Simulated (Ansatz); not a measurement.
`C[O][SnH2][Br]` → `C[O][Sn][Br]` + H₂ at 298.15 K and 1 bar (stannylene formation by 1,1-elimination).

Program: Ansatz. Geometries: PBE0-D4/def2-TZVP. ΔE: electronic, gas phase. CCSD(T)/CBS is the MP2 limit (def2-TZVPP, def2-QZVPP) plus CCSD(T) − MP2 in def2-TZVPP, frozen cores. This one scheme is used for every species. def2 core potentials past Kr. For Br, Sn outer-core shells are correlated without core-valence functions, which leaves a few kJ/mol of doubt a bond. Scalar relativity is left out up to krypton. One conformer a species, not always the lowest.

```
         species  CCSD(T)/CBS energy (Eh)  H − E (kJ/mol)  S (J/(mol·K))
`C[O][SnH2][Br]`              -2903.61539           168.4          369.4
  `C[O][Sn][Br]`              -2902.45238           129.3          356.3
              H₂                 -1.17544            35.1          130.4
```

H − E and S are ideal-gas, rigid-rotor, harmonic terms from PBE0-D4/def2-TZVP, for one conformer and one mirror image of each species. The MP2-based limit puts H₂ 0.8 mEh under its directly extrapolated value; such offsets cancel only in part. 1 Eh = 2625.50 kJ/mol, R = 8.31446 J/(mol·K).

Problem. By hand: ΔE, ΔH, ΔS and ΔG.

Solution. ΔE = (-2902.45238) + (-1.17544) − (-2903.61539) = -0.01243 Eh = -32.6 kJ/mol. Δ(H − E) = 129.3 + 35.1 − 168.4 = -4.0, so ΔH = -36.6 kJ/mol. ΔS = 356.3 + 130.4 − 369.4 = 117.3 J/(mol·K). ΔG = -36.6 − 298.15 × (117.3)/1000 = -71.6 kJ/mol.

Problem. By hand: the equilibrium constant, and the temperature at which ΔG would vanish if ΔH and ΔS stayed fixed.

Solution. log₁₀ K = −ΔG/(RT ln 10) = 12.5. ΔH and −TΔS have one sign here, so there is no such temperature.

The number of gas molecules changes by +1, which sets the sign of ΔS. A doubt of 5 kJ/mol in ΔE shifts log₁₀ K by 0.9 here. Other conformers and mirror images would add mixing entropy, several J/(mol·K) or more a flexible species. Modes under 60 cm⁻¹, often nearly free rotors, make the harmonic entropy too high. These are equilibria of isolated gas molecules and say nothing of rates. Largest T1 diagnostic: 0.015 (customary marks: 0.02 for closed shells, 0.045 for open ones).
